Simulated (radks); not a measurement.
Results of a calculation; reference values are marked as such.
The silicon anion Si4-, [Ar], held by a Watson sphere: a shell of charge +3.87 at radius R that stands for the Madelung well of a crystal (potential energy -3.87/R inside, -3.87/r outside, in hartree with lengths in bohr). Level of theory: scalar-relativistic Kohn-Sham, LDA (Slater exchange, VWN5 correlation), spin-polarised, spherical densities, finite nucleus; Fermi nuclear charge, rms radius of each element as measured or else 0.836 A^(1/3) + 0.57 fm (a radial shooting solver on a logarithmic mesh with Libxc functionals). Response by self-consistent Sternheimer equations with the Hartree and adiabatic LDA kernel, the relativistic mass of each level held fixed and spin-orbit coupling left out. The sphere does not respond.

R (bohr)  e(2p) (eV)  e(3s) (eV)  e(3p) (eV)  <r> 3p (bohr)  sum of <r^2> (bohr^2)  X-ray form factor at sin(theta)/lambda = 0.3 1/angstrom  alpha (bohr^3)
2.37         -91.153     -12.917      -6.276          2.616                  61.84                                                    8.005           47.16
3            -91.185     -11.046      -5.232          2.961                  77.32                                                    8.083           76.03
3.22         -91.306     -10.518      -4.897          3.083                  83.18                                                    8.117           89.95
3.88         -91.642      -9.283      -4.025          3.455                  102.1                                                    8.186           148.1

Estimate the row for R = 3.54 bohr.

Answer. e(2p) (eV) -91.483; e(3s) (eV) -9.858; e(3p) (eV) -4.448; <r> 3p (bohr) 3.263; sum of <r^2> (bohr^2) 92.10; X-ray form factor at sin(theta)/lambda = 0.3 1/angstrom 8.158; alpha (bohr^3) 114.7.
